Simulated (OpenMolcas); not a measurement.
# neutral scandium: effect of the active space

```json
{"Program": "OpenMolcas", "Method": "CASSCF", "Basis": "ANO-RCC-VQZP", "Scalar Hamiltonian": "DKH2, point nucleus", "Spin-orbit coupling": "state interaction with AMFI integrals over the reference wave functions, term energies averaged over their components"}
```

A. 3 electrons in 6 orbitals (3d 4s); 2S+1 = 4 even, 17 roots (10 in the spin-orbit step); 2S+1 = 2 even, 30 roots (29 in the spin-orbit step); cost about 26 core-seconds
B. 3 electrons in 11 orbitals (3d 4s 4d); 2S+1 = 2 even, 29 roots; 2S+1 = 4 even, 10 roots kept (CI in the orbitals of an earlier block); cost of the order of 27 core-seconds

Energies in cm-1 above 3d 4s2 2D 3/2, the measured ground level; measured values from NIST Handbook of Basic Atomic Spectroscopic Data.

```csv
Level,A,B,Measured
3d 4s2 2D 3/2,0.0,0.0,0.0
3d 4s2 2D 5/2,128,191,168
3d2 4s 4F 3/2,5992,8258,11520
3d2 4s 4F 5/2,6028,8301,11558
3d2 4s 4F 7/2,6079,8362,11610
3d2 4s 4F 9/2,6144,8440,11677
3d2 4s 2F 5/2,11758,15267,14926
3d2 4s 2F 7/2,11884,15387,15042
3d2 4s 4P 1/2,13651,15625,
3d2 4s 4P 3/2,13672,15648,
3d2 4s 4P 5/2,13703,15684,
3d2 4s 2D 3/2,14476,16648,
3d2 4s 2D 5/2,14489,16657,
3d2 4s 2G 7/2,17909,19613,
3d2 4s 2G 9/2,17909,19604,
3d2 4s 2P 1/2,19618,20700,
3d2 4s 2P 3/2,19673,20748,
```

Deviations, from unrounded energies. A percentage is the sum of absolute deviations over the sum of measured energies, with the sign that they share, or ± where signs differ.

```
                  Against measurement  Levels      A      B
       mean absolute deviation (cm-1)       7   4100   2000
fine structure of the ground term (%)       1  -23.8  +13.3
             other configurations (%)       6  -37.3  ±17.9
```

B lies closest to measurement on these levels. The largest miss of B in the table is 3d2 4s 4F 3/2, by -3300 cm-1. The ranking rests on the paired levels alone, and a cruder setting can come out closer through cancelling errors.

Between A and B the level of the table that moves most is 3d2 4s 2F 5/2, by 3500 cm-1 (lowest in A, highest in B).

Without dynamic correlation excited terms often stand tens of per cent too high (terms of higher spin than the ground term too low), and those without a measured partner can miss by more than the paired ones. Some high roots are left out of the spin-orbit mixing, which shifts the levels that they would mix with (holds for A). A single d shell beside an s shell can misplace configurations of different d count against each other (holds for A). Terms from blocks run as CI alone lack orbitals of their own (holds for B). Active for correlation alone: 4d; no level in the range computed is led by a configuration that fills it, so any true level of that kind is missing (holds for B). Measured partners are found by configuration, term and J. A level has none where our copy of the source lacks it or the pairing is in doubt (some pairs that miss far off the trend of their configuration count as doubtful), and it then counts in no deviation. Levels of configurations outside the active space are missing.
